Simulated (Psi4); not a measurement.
OSn, charge -1, doublet, at a GFN2-xTB geometry (such geometries of metal compounds can be far from the true shape) (a state made from the parent by changing its charge; the spin is typed, not shown lowest) (all electrons, no relativity) (a gas-phase anion, which may not be bound at this level).

Psi4 was given this input:
```
memory 2 GB

molecule mol {
-1 2
Sn   -0.000000   -0.000000   -0.266800
O     0.000000    0.000000    1.667501
}

set {
  basis 3-21g
  reference uks
  scf_type pk
}

energy('pbe')
print_variables()
```

What does this run give for the <S^2>, total energy, nuclear repulsion energy, number of basis functions?


- <S^2>: 0.750
- total energy: -6073.4071 Eh
- nuclear repulsion energy: 109.4302 Eh
- number of basis functions: 42

A gas-phase anion may not be bound at this level; its values then depend on the basis.

These values belong to the state on which the SCF converged, which isn't shown to be the lowest.
